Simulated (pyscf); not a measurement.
## Hydrogen shift: `[OH][Al]` [singlet] -> `[O]=[AlH]`

Gas phase, singlet surface, charge 0. Bonds broken: O2–H3. Bonds formed: Al1–H3. Single points on ωB97X-D3(BJ)/def2-SVP structures (PySCF, gas phase). Correlated levels are frozen-core, on RHF or UHF. ΔMP2 is the change of the MP2 total energy from the triple- to the quadruple-zeta basis.

Transition state (Å):

```xyz
3

Al    -0.3373     0.4060     1.3213
O      0.7506    -0.6544     0.7189
H     -1.1669    -0.7307     0.5363
```

One imaginary mode, 1067i cm⁻¹; descent along it reached the two sides named.

```csv
bond,change,reactant side (Å),saddle,product side
O2–H3,breaks,0.953,1.928,3.2
Al1–H3,forms,2.6,1.611,1.564
```

Electronic energies relative to the reactant's lowest minimum found (kJ/mol):

```csv
level,barrier,reaction energy,reverse barrier
ωB97X-D3(BJ)/def2-TZVP,368.1,+172.1,196.0
PBE/def2-TZVP,305.8,+155.8,150.0
r²SCAN/def2-TZVP,322.5,+155.5,167.0
B3LYP-D3(BJ)/def2-TZVP,341.5,+170.5,171.0
PBE0-D3(BJ)/def2-TZVP,352.4,+179.1,173.3
M06-2X/def2-TZVP,382.4,+197.4,184.9
ωB97M-D3(BJ)/def2-TZVP,365.9,+183.7,182.2
HF/def2-TZVP,462.5,+218.2,244.4
MP2/def2-QZVPP,338.5,+149.5,189.0
CCSD/def2-TZVPP,363.9,+185.2,178.6
CCSD(T)/def2-TZVPP,335.3,+171.2,164.1
CCSD(T)/def2-TZVPP + ΔMP2(QZVPP),334.8,+170.3,164.5
```

With CCSD(T)/def2-TZVPP + ΔMP2(QZVPP) energies and thermal terms (ideal gas, 1 atm, RRHO with modes under 100 cm⁻¹ raised to 100, one conformer, R ln 2 for rigid chiral ones), in kJ/mol:

```json
[
 {"T (K)": "298", "ΔH‡": "317.7", "ΔG‡": "314.8", "ΔH": "+160.6", "ΔG": "+162.3"},
 {"T (K)": "600", "ΔH‡": "314.4", "ΔG‡": "313.1", "ΔH": "+159.9", "ΔG": "+164.4"},
 {"T (K)": "900", "ΔH‡": "311.5", "ΔG‡": "313.1", "ΔH": "+160.2", "ΔG": "+166.6"},
 {"T (K)": "1200", "ΔH‡": "309.0", "ΔG‡": "314.0", "ΔH": "+161.0", "ΔG": "+168.6"}
]
```

A restricted solution here is unstable towards spin polarisation, so biradical character is likely and single-reference numbers are less safe. The CCSD(T) − MP2 part came from Ansatz, without density fitting, on the same reference. The largest closed-shell T1 diagnostic is 0.035, which may signal static correlation.
